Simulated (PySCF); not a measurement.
From one molecule to another.

First species: C₄H₃F₃.
InChI=1S/C4H3F3/c1-2-3-4(5,6)7/h1H,3H2

Second species: C3H10FPSi2.
Atom-mapped SMILES: `[F:1][Si@@H:2]([SiH2:3][PH2:4])[CH:5]1[CH2:6][CH2:7]1` (hydrogens: H8 on Si2; H9, H10 on Si3; H11, H12 on P4; H13 on C5; H14, H15 on C6; H16, H17 on C7)

Levels: B3LYP/def2-SVPD for dipole moment, HOMO energy, LUMO energy, HOMO–LUMO gap, static isotropic polarisability and electronic spatial extent ⟨r²⟩ about the centre of nuclear charge; TDDFT B3LYP/def2-SVPD for lowest singlet excitation; TDA B3LYP/def2-SVPD for lowest triplet excitation (Tamm–Dancoff); GFN2-xTB for rotational constant A and rotational constant C. Geometries: GFN2-xTB. Each species is one conformer at its optimised geometry, gas phase, non-relativistic unless stated. Electronic properties by PySCF.

The conformers computed, where there is a choice (atom-mapped SMILES and torsion angles):
- `[CH:1]#[C:2][CH2:3][C:4]([F:5])([F:6])[F:7]`: C2–C3–C4–F5 180°
- `[F:1][Si@@H:2]([SiH2:3][PH2:4])[CH:5]1[CH2:6][CH2:7]1`: F1–Si2–Si3–P4 0°, F1–Si2–C5–C6 171°, H–P4–Si3–Si2 44°, H–P4–Si3–Si2 -49°

Values for the first species:

```
Dipole moment                                                     : 2.17 D
HOMO energy                                                       : -8.20 eV
LUMO energy                                                       : 0.09 eV
HOMO–LUMO gap                                                     : 8.29 eV
Lowest singlet excitation                                         : 6.64 eV
Lowest triplet excitation (Tamm–Dancoff)                          : 5.51 eV
Static isotropic polarisability                                   : 48.7 au
Electronic spatial extent ⟨r²⟩ about the centre of nuclear charge : 701 bohr²
Rotational constant A                                             : 5.204 GHz
Rotational constant C                                             : 1.767 GHz
```

Question: Estimate the same properties for the second species, and the change in each.

Answer: 
```json
{"property": "dipole moment", "first": "2.17 D", "second": "1.93 D", "second less first": "-0.24 D"}
{"property": "HOMO energy", "first": "-8.20 eV", "second": "-7.07 eV", "second less first": "+1.13 eV"}
{"property": "LUMO energy", "first": "0.09 eV", "second": "-1.09 eV", "second less first": "-1.18 eV"}
{"property": "HOMO–LUMO gap", "first": "8.29 eV", "second": "5.98 eV", "second less first": "-2.31 eV"}
{"property": "lowest singlet excitation", "first": "6.64 eV", "second": "5.30 eV", "second less first": "-1.34 eV"}
{"property": "lowest triplet excitation (Tamm–Dancoff)", "first": "5.51 eV", "second": "4.59 eV", "second less first": "-0.92 eV"}
{"property": "static isotropic polarisability", "first": "48.7 au", "second": "118.7 au", "second less first": "+70.0 au"}
{"property": "electronic spatial extent ⟨r²⟩ about the centre of nuclear charge", "first": "701 bohr²", "second": "1896 bohr²", "second less first": "+1195 bohr²"}
{"property": "rotational constant A", "first": "5.204 GHz", "second": "2.879 GHz", "second less first": "-2.325 GHz"}
{"property": "rotational constant C", "first": "1.767 GHz", "second": "0.594 GHz", "second less first": "-1.173 GHz"}
```

On the first: S1 lies 1.65 eV below the HOMO–LUMO gap; its leading configuration is HOMO→LUMO, weight 0.68. The dipole equals about 7.2 × 10⁻³⁰ C·m (1 D = 3.33564 × 10⁻³⁰ C·m).

On the second: In wavenumbers S1 is 42700 cm⁻¹ (1 eV = 8065.54 cm⁻¹). In atomic units the dipole is 0.76 e·bohr (1 au = 2.5417 D).
